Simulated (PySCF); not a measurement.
RbN, CCSD(T): how much the basis matters

PySCF, ROHF reference; triplet, unpaired electrons π ↑↑; De to Rb + N without counterpoise correction. Frozen cores follow the default of each basis and core potential.

| basis | relativity | functions | Re (Å) | ωe (cm⁻¹) | De (eV) | frozen orbitals |
| --- | --- | --- | --- | --- | --- | --- |
| def2-SVP | scalar-relativistic core potentials | 38 | 2.901 | 167 | 0.16 | 1 |
| def2-SVPD | scalar-relativistic core potentials | 47 | 2.797 | 221 | 0.31 | 1 |
| def2-TZVPP | scalar-relativistic core potentials | 71 | 2.749 | 259 | 0.50 | 1 |

**Question.** How does each smaller set differ from the one with most functions, def2-TZVPP?

**Answer.** def2-SVP: +15.2 pm, -35.5 % in ωe, -0.34 eV in De; def2-SVPD: +4.8 pm, -14.7 % in ωe, -0.19 eV in De. All at CCSD(T); the set with most functions is neither the basis-set limit nor always the best.

Correlated steps freeze 1 core orbital. The bond is weak. Basis-set superposition, not corrected here, can be much of De in a small basis, most of all at correlated wavefunction levels. Spin–orbit coupling is left out. The CCSD T1 diagnostic is raised in RbN, a sign that a single reference may not be enough there. The state was picked by a PBE0 search and need not be the measured ground state.
